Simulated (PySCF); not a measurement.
ScCl2, SMILES [Cl][Sc+][Cl], charge +1. Atoms are numbered in the order given.

```xyz
3

Sc     0.0000     0.0000     0.7262
Cl     0.0000     1.8385    -0.4485
Cl     0.0000    -1.8385    -0.4485
```
Charge +1, spin multiplicity 1.

Coordinates come from a PBE0-D3(BJ)/def2-TZVP optimisation. The multiplicity is an assumed one; other spin states were not compared. The isomer is the one that the SMILES or the coordinates give; other isomers of the formula were not compared.

These are TDA-PBE0/def2-SVPD (PySCF) values and carry that method's errors.

Vertical excitations. Gas-phase values at a fixed geometry. State labels are in the subgroup C2v.

### Question
Give excitation energies, oscillator strengths and character. (Estimate from the structure and the level; the computed values follow.)

### Answer

| state | symmetry | energy (eV) | λ (nm) | f | main pairs |
|---|---|---|---|---|---|
| S1 | B2 | 4.17 | 297 | 0.000 | HOMO→LUMO 99 % |
| S2 | A2 | 4.24 | 292 | 0.000 | HOMO→LUMO+1 99 % |
| S3 | B1 | 4.50 | 275 | 0.012 | HOMO−1→LUMO 92 % |
| S4 | A2 | 4.53 | 274 | 0.000 | HOMO−2→LUMO 98 % |
| S5 | B1 | 4.58 | 270 | 0.003 | HOMO→LUMO+3 80 %, HOMO−3→LUMO+1 15 % |
| S6 | A1 | 4.61 | 269 | 0.001 | HOMO−1→LUMO+1 56 %, HOMO−3→LUMO 40 % |
| S7 | B2 | 4.62 | 268 | 0.000 | HOMO−2→LUMO+1 62 %, HOMO→LUMO+2 34 % |
| S8 | B2 | 4.78 | 259 | 0.020 | HOMO→LUMO+2 45 %, HOMO−2→LUMO+1 27 %, HOMO−1→LUMO+3 24 % |
| S9 | B1 | 4.79 | 259 | 0.006 | HOMO−3→LUMO+1 82 %, HOMO→LUMO+3 14 % |
| S10 | A1 | 4.80 | 258 | 0.000 | HOMO−3→LUMO 57 %, HOMO−1→LUMO+1 33 % |
| T1 | B2 | 4.12 | 301 | 0 | HOMO→LUMO 94 % |
| T2 | A2 | 4.16 | 298 | 0 | HOMO→LUMO+1 95 % |
| T3 | A1 | 4.22 | 294 | 0 | HOMO−1→LUMO+1 65 %, HOMO−2→LUMO+3 29 % |
| T4 | B2 | 4.28 | 290 | 0 | HOMO−2→LUMO+1 61 %, HOMO−1→LUMO+3 25 %, HOMO→LUMO+2 11 % |
Triplets are in the Tamm–Dancoff approximation.
